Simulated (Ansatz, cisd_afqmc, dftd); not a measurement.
System: C₄H₆, charge 0, singlet. C4H6 (SMILES C#CCC).
B3LYP-D3(BJ)/def2-TZVP minimum from Ansatz (an electronic-structure program):
```
C
H 1 1.0939
H 1 1.0939 2 106.25
C 1 1.4575 2 108.96 3 117.25
C 4 1.2002 2 150.95 1 -177.78
H 5 1.0619 2 161.30 1 -179.05
C 1 1.5343 2 109.77 3 -118.64
H 7 1.0902 1 110.74 2 -61.87
H 7 1.0902 8 108.02 1 121.43
H 7 1.0909 8 108.47 9 117.38
```
Charge 0, spin multiplicity 1.

Quantity: atomisation energy (electronic, to ground-state atoms), in kcal/mol. Radicals and triplets start from unrestricted determinants; spin-orbit coupling is neglected. Correlated methods leave the cores frozen. Rows without X2C or -DK are non-relativistic. The Monte Carlo rows (phaseless AFQMC, CISD trial, step 0.005/hartree) carry one-sigma bars that omit the constraint's bias. Outlying blocks are dropped, and bars are widened where a walk drifts. Over all cases where full CI ran beside it in this data, AFQMC minus full CI had a median of +0.1 mEh and passed +0.4 mEh in a tenth of the cases. CBS(X,Y): correlation extrapolated as X^-3, Hartree-Fock from the larger set. A bracket is a step between two methods taken in the basis named. Functionals run without relativity, which enters their misses. 'core' is core correlation in cc-pwCVTZ, 'X2C' scalar relativity in cc-pVTZ-DK, both at CCSD(T). For partners of very few electrons the exact lower level stands in for a higher one.

```csv
level,program,atomisation energy (kcal/mol),difference against the last row
r2SCANh-D4/def2-TZVPD,Ansatz + dftd4,993.3,-7.4
r2SCANh/def2-TZVPD,Ansatz,992.4,-8.3
"MP2/CBS(cc-pVTZ,cc-pVQZ)",Ansatz,1013.6,12.9
CCSD(T)/cc-pVTZ,Ansatz,974.1,-26.6
AFQMC/CISD/cc-pVTZ,cisd_afqmc,973.9 ± 0.4,-26.8
"CCSD(T)/CBS(cc-pVTZ,cc-pVQZ) + [AFQMC/CISD - CCSD(T)]/cc-pVTZ + core + X2C",Ansatz + cisd_afqmc,999.8 ± 0.4,-0.9
"CCSD(T)/CBS(cc-pVTZ,cc-pVQZ) + [CCSDT(Q) - CCSD(T)]/cc-pVDZ + core + X2C",Ansatz,1000.7,0.0
```
